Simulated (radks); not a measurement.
The numbers below are computed, except where a source is named.
Isoelectronic series with 6 electrons, each ion in its NIST ground configuration. Level of theory: Dirac Kohn-Sham, PBE, spin-unpolarised, spherical densities, point nucleus; open shells fill j = l - 1/2 first (a radial shooting solver on a logarithmic mesh with Libxc functionals). Total energies (hartree) and mean radii <r> (bohr) (* marks an orbital that is empty in some or all of the ions):

ion,configuration,E (hartree),3s1/2*,2p3/2*,2p1/2,2s1/2
Zn24+,[He] 2s2 2p2,-1270.60278,0.4988,0.1832,0.1803,0.2117
Ga25+,[He] 2s2 2p2,-1361.15209,0.4804,0.1767,0.1737,0.2041
Ge26+,[He] 2s2 2p2,-1454.95319,0.4632,0.1706,0.1675,0.1970
As27+,[He] 2s2 2p2,-1552.02424,0.4472,0.1649,0.1617,0.1904
Se28+,[He] 2s2 2p2,-1652.38417,0.4322,0.1595,0.1562,0.1842
Br29+,[He] 2s2 2p2,-1756.05269,0.4182,0.1545,0.1511,0.1784
Kr30+,[He] 2s2 2p2,-1863.05031,0.4049,0.1498,0.1463,0.1728
Rb31+,[He] 2s2 2p2,-1973.39838,0.3925,0.1454,0.1418,0.1677
Sr32+,[He] 2s2 2p2,-2087.11906,0.3808,0.1412,0.1375,0.1627
